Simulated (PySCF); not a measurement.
Electronic absorption of 5-methoxy-3,4-dihydro-2H-pyrrole

Compound: 5-methoxy-3,4-dihydro-2H-pyrrole, C5H9NO.
SMILES: `C1(OC)=NCCC1`

Method: TDDFT CAM-B3LYP/def2-SVPD, vertical, gas phase, core orbitals frozen in the response (PySCF). One conformer (not necessarily the lowest) at the PBE0-D3(BJ)/def2-SVP geometry, without solvent, vibrations or thermal averaging.

| state | E (eV) | E (kJ/mol) | λ (nm) | f | main configurations (H = HOMO, L = LUMO) |
| --- | --- | --- | --- | --- | --- |
| S1 | 6.49 | 626 | 191.0 | 0.0009 | H-1→L+2 (90%) |
| S2 | 6.99 | 675 | 177.3 | 0.0019 | H→L (91%) |
| S3 | 7.32 | 706 | 169.4 | 0.149 | H→L+2 (71%), H-1→L (17%) |
| S4 | 7.49 | 723 | 165.4 | 0.073 | H-1→L (72%), H→L+2 (18%) |
| S5 | 7.74 | 747 | 160.2 | 0.0088 | H→L+1 (75%), H→L+3 (15%) |
| S6 | 8.02 | 774 | 154.5 | 0.0064 | H→L+3 (77%), H→L+1 (16%) |

The lowest singlet comes at 191 nm (626 kJ/mol) in the vacuum ultraviolet; it is very weak; its leading configuration is HOMO-1→LUMO+2 (90%). The most intense listed level is S3 at 7.32 eV (169 nm, f = 0.149), 0.83 eV above S1. Löwdin shares by element: HOMO nitrogen 35%, carbon 25% or more, oxygen 21% (atoms not listed hold the other 19%); LUMO carbon 45% or more (atoms not listed hold the other 55%). Orbital energies (eV): HOMO-3 -11.16, HOMO-2 -10.66, HOMO-1 -9.00, HOMO -8.55, LUMO 1.35, LUMO+1 1.82, LUMO+2 1.97. The oscillator strengths of these states sum to 0.239; summed over the whole spectrum of an exact calculation they would give the number of electrons, 54 (Thomas–Reiche–Kuhn). Of the 6 states listed, 2 reach f = 0.01 and none stays under 0.0005. Only the lowest 6 singlets were computed, as vertical energies without vibronic structure.

On one thread, Arm Neoverse V2 (aarch64) (shared host), this took 44 s wall (grids of density and orbitals included) and 1.0 GiB of memory at its peak.
